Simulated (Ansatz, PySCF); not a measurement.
CF2, SMILES F[C]F (connectivity only; charge and spin as stated), neutral, multiplicity 1. Atoms are numbered in the order given.

```xyz
3

F      0.0000    -1.0325     0.1997
C      0.0000     0.0000    -0.5962
F      0.0000     1.0325     0.1997
```

The structure is a stationary point at B3LYP-D3(BJ)/def2-TZVP. The isomer is the one that the SMILES or the coordinates give; other isomers of the formula were not compared.

Two levels are set side by side: PBE-D3(BJ)/def2-TZVP (Ansatz, a quantum-chemistry and plane-wave program) and B3LYP-D3(BJ)/def2-TZVP (Ansatz). Each level has its own optimised geometry; the coordinates shown are those of the second. Frequencies come from the Hessian of PySCF at each geometry. Differences are taken from unrounded values.

```csv
quantity,B3LYP-D3(BJ)
mean bond length (Å),1.304
bond F1–C2 (Å),1.304
bond C2–F3 (Å),1.304
highest harmonic wavenumber (cm⁻¹),1227
mean harmonic wavenumber (cm⁻¹),1002
zero-point energy (kcal/mol),4.30
```

**Question.** What does PBE-D3(BJ) give, and how far is it from B3LYP-D3(BJ)? (Estimate from the structure and the level; the computed values follow.)

**Answer.** 
```csv
quantity,PBE-D3(BJ),PBE-D3(BJ) minus B3LYP-D3(BJ)
mean bond length (Å),1.318,0.015
bond F1–C2 (Å),1.318,0.015
bond C2–F3 (Å),1.318,0.015
highest harmonic wavenumber (cm⁻¹),1170,-57
mean harmonic wavenumber (cm⁻¹),955,-47
zero-point energy (kcal/mol),4.10,-0.20
```

Exact exchange shortens and stiffens bonds; PBE has none. Differences between two approximate levels are no errors against the true value.
